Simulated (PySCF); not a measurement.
A species of formula C2H8FPSi2 has this rotational fingerprint, computed with B3LYP/def2-SVPD in PySCF (dipole) on a GFN2-xTB geometry, gas phase:

| Property | Result |
| --- | --- |
| Rotational constants | A = 1885, B = 1234, C = 860.7 MHz |
| Dipole components | \|μa\| = 0.34 D, \|μb\| = 0.74 D, \|μc\| = 0.45 D |
| Inertial defect | -90.38 u·Å² |
| κ | -0.27 |

Task: Which structure is it? (One computed conformer of each.)
A. `[F:1]/[C:2](=[CH:3]/[SiH3:4])[SiH2:5][PH2:6]` with F1–C2–Si5–P6 108°, C2–Si5–P6–H -74° and -167°
B. `[F:1]/[C:2]([SiH3:3])=[CH:4]/[SiH2:5][PH2:6]` with C2–C4–Si5–P6 77°, C4–Si5–P6–H -74° and -167°
C. `[CH2:1]=[CH:2][SiH2:3][Si@H:4]([F:5])[PH2:6]` with C1–C2–Si3–Si4 7°, C2–Si3–Si4–F5 -56°, Si3–Si4–P6–H 41° and -52°
D. `[F:1][Si@@H:2]([PH2:3])/[CH:4]=[CH:5]/[SiH3:6]` with F1–Si2–P3–H 85° and 177°, F1–Si2–C4–C5 178°
E. `[F:1]/[C:2](=[CH:3]\[SiH3:4])[SiH2:5][PH2:6]` with F1–C2–Si5–P6 -175°, C2–Si5–P6–H 76° and 169°
F. `[CH2:1]=[CH:2][SiH2:3][PH:4][SiH2:5][F:6]` with C1–C2–Si3–P4 -141°, C2–Si3–P4–Si5 167°, Si3–P4–Si5–F6 -173°

Result: A. It is F/C(=C/[SiH3])[SiH2]P, an asymmetric top, point group C1. The candidates at the same level (rigid rotor, commonest isotopes):

```tsv
SMILES	A (MHz)	B (MHz)	C (MHz)	μa (D)	μb (D)	μc (D)	Δ (u·Å²)	point group	rotor
F/C([SiH3])=C/[SiH2]P	2643	914.3	799.5	0.55	0.89	1.11	-111.87	C1	asymmetric top
F/C(=C\[SiH3])[SiH2]P	2953	870.9	687.0	1.09	0.70	0.37	-15.81	–	asymmetric top
C=C[SiH2][Si@H](F)P	3502	916.5	770.1	1.00	1.49	0.59	-39.51	C1	asymmetric top
C=C[SiH2]P[SiH2]F	6512	663.8	631.9	2.49	0.84	0.39	-39.12	C1	near-prolate asymmetric top
F[Si@@H](P)/C=C/[SiH3]	3112	724.1	618.2	1.64	1.24	0.55	-42.82	C1	near-prolate asymmetric top
F/C(=C/[SiH3])[SiH2]P	1885	1234	860.7	0.34	0.74	0.45	-90.38	C1	asymmetric top
```

`C=C[SiH2][Si@H](F)P` has A 86 % too high; `F[Si@@H](P)/C=C/[SiH3]` has A 65 % too high; `F/C(=C\[SiH3])[SiH2]P` has A 57 % too high; `F/C([SiH3])=C/[SiH2]P` has A 40 % too high; `C=C[SiH2]P[SiH2]F` has A 245 % too high. No structure here is proved a minimum.
